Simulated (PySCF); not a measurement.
Compound: C2H10SSi2.
Z-matrix (Å and degrees, GFN2-xTB geometry), rows numbered from 1:
```
C 
Si  1  1.8874
S   2  2.1424  1  106.54
C   3  1.8320  2  101.35  1  -171.81
Si  4  1.9031  3  111.83  2   -88.85
H   1  1.0851  2  110.35  3   178.56
H   1  1.0859  2  111.24  3   -61.60
H   1  1.0860  2  111.42  3    58.53
H   2  1.4642  1  112.45  3  -116.62
H   2  1.4633  1  111.94  3   119.42
H   4  1.0883  3  104.78  2   150.78
H   4  1.0878  3  107.88  2    36.01
H   5  1.4596  4  108.79  3   -59.28
H   5  1.4641  4  107.09  3  -179.73
H   5  1.4632  4  108.90  3    61.38
```

Hirshfeld charges (e) from the PBE0/pcSseg-1 density (PySCF), one withheld:

| atom | bonded to | charge |
| --- | --- | --- |
| C1 | Si2 H6 H7 H8 | -0.2076 |
| Si2 | C1 S3 H9 H10 | +0.3197 |
| S3 | Si2 C4 | -0.1004 |
| C4 | S3 Si5 H11 H12 | -0.1585 |
| Si5 | C4 H13 H14 H15 | ? |
| H6 | C1 | +0.0477 |
| H7 | C1 | +0.0480 |
| H8 | C1 | +0.0474 |
| H9 | Si2 | -0.0816 |
| H10 | Si2 | -0.0817 |
| H11 | C4 | +0.0470 |
| H12 | C4 | +0.0419 |
| H13 | Si5 | -0.0731 |
| H14 | Si5 | -0.0803 |
| H15 | Si5 | -0.0745 |

(1) What is the charge on Si5?

(2) Add each hydrogen's charge to the atom that carries it.

(3) Across which bond do the charges differ most?

(4) Take the bonds between elements whose Pauling electronegativities differ by more than 0.25. In how many does the more electronegative atom carry the lower charge?

(5) How much positive and how much negative charge does this set hold in all?

## Answers

(1) The charges add up to the total charge, 0. The others sum to -0.3060, which leaves +0.3060 e for Si5 (SiH3 silicon).

(2) C1 -0.0645, Si2 +0.1564, C4 -0.0696, Si5 +0.0781. Atoms without hydrogen keep their charges.

(3) Si2–C1: +0.3197 on Si2 against -0.2076 on C1, a difference of 0.5273 e. The lower charge is on the more electronegative element of the two (Pauling values: C 2.55, Si 1.90).

(4) In 13 of 13.

(5) +0.8577 e on 7 atoms and -0.8577 e on 8.

The Hirshfeld scheme divides the density at each point in proportion to the densities of the neutral, spherically averaged free atoms. Geometry: GFN2-xTB, one conformer, isolated molecule.
